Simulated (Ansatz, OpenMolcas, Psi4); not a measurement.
## Exact exchange and the vertical ionisation energy of SnH4

SnH4: 5 atoms, total charge 0, spin state singlet. As SMILES, `[SnH4]`. The shape is that of a PBE0-D4/def2-TZVP optimisation.

The vertical ionisation energy (to the doublet cation) y, in eV, basis def2-SVPD with a core potential; a is the functional's share of exact exchange. Programs: Ansatz 0.2.0, OpenMolcas 26.06, Psi4 1.11.

| functional | program | a | y (eV) |
| --- | --- | --- | --- |
| PBE | Ansatz | 0 | 11.21 |
| TPSS | OpenMolcas | 0 | 11.35 |
| TPSSh | Psi4 | 0.1 | 11.45 |
| B3LYP | Ansatz | 0.2 | ? |
| PBE0 | Ansatz | 0.25 | 11.50 |
| r2SCAN0 | Ansatz | 0.25 | 11.58 |
| BHLYP | Ansatz | 0.5 | 11.63 |

Q: Fit y = c + s·a to the known rows and predict B3LYP.

A: 
1. Means of the 6 rows: a = 0.1833, y = 11.453.
2. Σ(Δa)² = 0.18333, Σ(Δa·Δy) = 0.13133, so the slope is 0.13133/0.18333 = 0.71636.
3. Intercept: 11.453 − (0.71636) × 0.1833 = 11.322. The largest residual of the fit is 0.11.
4. B3LYP: 11.322 + (0.71636) × 0.2 = 11.47 eV.

The run gave 11.51 eV, so the prediction is off by -0.04 eV, within the scatter of the fit. The rows mix families of semi-local functionals, which the line can't see. Spin-orbit coupling is left out.
